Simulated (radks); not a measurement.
Ionisation of neutral neodymium, [Xe] 4f4 6s2, to [Xe] 4f4 6s1 as the strength of local exchange is varied. All-electron calculation, scalar-relativistic Kohn-Sham, Slater X-alpha exchange (alpha = 2/3 is LDA exchange), no correlation, spin-polarised, spherical densities, point nucleus; open shells are filled with parallel spins first (spin-orbit coupling, left out, can overturn this in heavy ions). Program: a radial shooting solver on a logarithmic mesh with Libxc functionals.

alpha  E(Nd) (hartree)  exchange (hartree)  IE (eV)  -e of the level emptied (eV)  <r> of it (bohr)
0.65        -9606.0824           -204.0481    4.558                    2.633 (6s)             4.641
0.667       -9611.4383           -209.5069    4.621                    2.699 (6s)             4.619
0.781       -9647.4348           -246.2647    5.064                    3.166 (6s)             4.469
0.785       -9648.7003           -247.5593    5.080                    3.183 (6s)             4.464
0.81        -9656.6139           -255.6576    5.182                    3.292 (6s)             4.432
0.811       -9656.9306           -255.9818    5.186                    3.296 (6s)             4.430
0.815       -9658.1974           -257.2788    5.202                    3.314 (6s)             4.425
0.884       -9680.0769           -279.7034    5.491                    3.622 (6s)             4.338

NIST Atomic Spectra Database: 5.525 eV (measured). The central value is not met in this range of alpha. Open shells are spherical and high-spin; term and fine-structure splittings are not resolved. Spin-orbit splitting is averaged out at the scalar-relativistic level.
